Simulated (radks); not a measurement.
Excited configurations of the gold ion Au+: one electron is placed in a higher orbital outside [Xe] 4f14 5d9. The ground configuration is [Xe] 4f14 5d10. Calculated with a radial shooting solver on a logarithmic mesh with Libxc functionals: non-relativistic Kohn-Sham, BLYP, spin-polarised, spherical densities, point nucleus; open shells are filled with parallel spins first (spin-orbit coupling, left out, can overturn this in heavy ions); relativity is left out, which matters for an element this heavy. Excitation = E - E(ground); binding = E(ion) - E, where the ion is the core of charge +2; n* = 2/sqrt(2 binding) in atomic units, and the quantum defect is n - n*.

outer orbital,excitation (eV),binding (eV),quantum defect,<r> (bohr)
5f,18.068,3.526,1.071,8.400
6s,5.490,16.104,4.162,2.879
6d,15.849,5.745,2.922,5.798
6f,19.122,2.472,1.308,13.97
7p,16.271,5.323,3.803,7.578

The Delta-SCF ionisation energy is 21.595 eV (NIST Atomic Spectra Database: 20.20 eV, measured). Self-interaction in the functional shifts the binding energies and quantum defects, so they are the method's values and not measured ones. Relativity is left out here, which matters for elements this heavy. Open shells are spherical and high-spin; term and fine-structure splittings are not resolved.
